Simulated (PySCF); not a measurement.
# Bond length, frequency and bond energy of KBe⁻ by level of theory

State: ¹Σ⁺ (singlet), closed shell. Set-up: K aug-pcseg-1, Be aug-pcseg-1; no relativity (PySCF 2.14). De refers to K⁻ + Be in their ground configurations, without counterpoise correction. A positive dipole points towards Be; it is taken about the centre of mass and depends on that origin. Levels whose curve was spin-contaminated or gave no clean fit are not listed.

| Level | Re (Å) | ωe (cm⁻¹) | De (eV) | μ (D) | CPU s a point (SCF and correlation, without the integrals) |
| --- | --- | --- | --- | --- | --- |
| PBE | 3.744 | 113 | 0.409 | 0.62 | 0.72 |
| revPBE | 3.834 | 104 | 0.354 | 0.79 | 0.5 |
| PW91 | 3.735 | 114 | 0.420 | 0.49 | 0.52 |
| r²SCAN | 3.800 | 111 | 0.357 | 0.97 | 1.1 |
| TPSSh | 3.813 | 109 | 0.327 | 1.11 | 1.1 |
| PBE0 | 3.835 | 103 | 0.293 | 0.84 | 1.3 |
| HSE06 | 3.822 | 105 | 0.322 | 0.77 | 0.96 |

What does a quarter of exact exchange do here, going from PBE to PBE0?

PBE0 less PBE: +9.1 pm in Re, -8.8 % in ωe, -0.12 eV in De. Exact exchange removes part of the self-interaction that spreads semilocal densities, and in most molecules shortens and stiffens the bond and lowers De; here Re and ωe go the other way.

What does the step from GGA to meta-GGA do here, going from PBE to r²SCAN?

r²SCAN less PBE: +5.6 pm in Re, -1.8 % in ωe, -0.05 eV in De. 

Closed-shell solutions of metal pairs were not tested for spin polarisation, which can lower them a little. The bond is weak. Basis-set superposition, not corrected here, can be much of De in a small basis, most of all at correlated wavefunction levels. For an ion De counts to the pair picked by the measured ionisation energies or electron affinities, which need not be the lowest pair at this level. The highest Kohn–Sham level is positive in this anion. Much of that is self-interaction error, but it also means that the finite basis helps to hold the extra electron.

The whole job (state search and all levels along the bond) took about 2.4 min on 1 thread of Arm Neoverse N1 (shared host), peak memory 0.58 GiB.
